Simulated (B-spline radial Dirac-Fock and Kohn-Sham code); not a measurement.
X-ray form factors of lutetium in several charge states

The computed values come from a B-spline atomic structure program: Dirac-Fock orbitals of the configuration average with a finite nucleus.

Configurations: Lu³⁰⁺ [Kr] 4d5; Lu³¹⁺ [Kr] 4d4; Lu³²⁺ [Kr] 4d3; Lu³⁴⁺ [Kr] 4d1. The first column is f₀ of Lu³⁰⁺, the others are differences from it.

| s (Å⁻¹) | Lu³⁰⁺ | Δ Lu³¹⁺ | Δ Lu³²⁺ | Δ Lu³⁴⁺ |
| --- | --- | --- | --- | --- |
| 0 | 41.000 | -1.000 | -2.000 | -4.000 |
| 0.1 | 40.710 | -0.979 | -1.959 | -3.921 |
| 0.2 | 39.863 | -0.919 | -1.841 | -3.691 |
| 0.3 | 38.518 | -0.826 | -1.657 | -3.333 |
| 0.4 | 36.767 | -0.709 | -1.425 | -2.881 |
| 0.5 | 34.724 | -0.578 | -1.167 | -2.375 |
| 0.7 | 30.236 | -0.321 | -0.656 | -1.364 |
| 0.9 | 25.893 | -0.122 | -0.255 | -0.557 |
| 1.1 | 22.213 | -0.006 | -0.019 | -0.068 |
| 1.4 | 18.182 | +0.038 | +0.075 | +0.146 |
